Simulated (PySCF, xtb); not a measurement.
HfF₄, SMILES [F][Hf]([F])([F])[F], multiplicity 1.

GFN2-xTB in xtb at its own geometry gives an orbital gap of 6.23 eV and a dipole moment of 0.00 D.

Geometry optimised at PBE0-D3(BJ)/def2-SVP. The spin state was assumed, not searched. The isomer is the one that the SMILES or the coordinates give; other isomers of the formula were not compared. The def2 effective core potentials stand for the cores of Hf; spin–orbit coupling is left out.

**Question.** What does HF/def2-TZVP in PySCF give? (Estimate from the structure and the level; the computed values follow.)

**Answer.** gap 18.83 eV (levels -17.57 and 1.26 eV), dipole 0.00 D.
